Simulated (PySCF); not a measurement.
Molfile (atoms numbered from 1):
```
CH9ClSi3
     RDKit          3D

 14 13  0  0  0  0  0  0  0  0999 V2000
   -2.0532   -0.9211    0.4355 C   0  0  0  0  0  0  0  0  0  0  0  0
   -1.1952    0.6156    1.1071 Si  0  0  0  0  0  4  0  0  0  0  0  0
    0.7057    1.1296   -0.1640 Si  0  0  2  0  0  4  0  0  0  0  0  0
    2.2753   -0.6077   -0.1918 Si  0  0  0  0  0  4  0  0  0  0  0  0
    1.6286    2.7819    0.7268 Cl  0  0  0  0  0  0  0  0  0  0  0  0
   -2.9425   -1.1657    1.0361 H   0  0  0  0  0  0  0  0  0  0  0  0
   -2.3743   -0.7688   -0.6062 H   0  0  0  0  0  0  0  0  0  0  0  0
   -1.3746   -1.7878    0.4606 H   0  0  0  0  0  0  0  0  0  0  0  0
   -2.1087    1.8005    1.0904 H   0  0  0  0  0  0  0  0  0  0  0  0
   -0.7323    0.3956    2.5132 H   0  0  0  0  0  0  0  0  0  0  0  0
    0.3409    1.5081   -1.5655 H   0  0  0  0  0  0  0  0  0  0  0  0
    1.6589   -1.8285   -0.8021 H   0  0  0  0  0  0  0  0  0  0  0  0
    3.4839   -0.2243   -0.9822 H   0  0  0  0  0  0  0  0  0  0  0  0
    2.6792   -0.9234    1.2120 H   0  0  0  0  0  0  0  0  0  0  0  0
  1  2  1  0
  2  3  1  0
  3  4  1  0
  3  5  1  0
  1  6  1  0
  1  7  1  0
  1  8  1  0
  2  9  1  0
  2 10  1  0
  3 11  1  6
  4 12  1  0
  4 13  1  0
  4 14  1  0
M  END
```

- structure optimised with PBE0-D3(BJ)/def2-SVP
- GIAO HF/pcSseg-2 shieldings
- program: PySCF 2.14.0 with density-fitted response routines
- fast rotation and ring inversion assumed for equivalent nuclei, non-relativistic, one computed conformer, isolated molecule

Referencing at the same level of theory: ¹³C and ¹H and ²⁹Si vs TMS; ³⁵Cl vs HCl.

```tsv
atoms	nucleus	count	δ (ppm)
H6/H7/H8	¹H	3	0.22
H9	¹H	1	?
H10	¹H	1	3.76
C1	¹³C	1	?
H11	¹H	1	4.78
Si2	²⁹Si	1	?
H12/H13/H14	¹H	3	3.50
Si4	²⁹Si	1	-90.6
Cl5	³⁵Cl	1	-138
Si3	²⁹Si	1	-22.3
```

Task: Complete the table.

Result: 
- C1: -8.7 ppm, methyl carbon bonded to Si; an electropositive neighbour leaves it electron-rich and shielded
- H9: 3.89 ppm, hydrogen on a silicon bonded to C, Si
- Si2: -57.4 ppm, silicon bonded to C, Si, 2 H

Shifts are as computed, not scaled to solution data. Of 1313 compounds with measured shifts, 239 miss one by over three times the rms of a fit or turn the order of signals round; such compounds aren't used in these exercises.
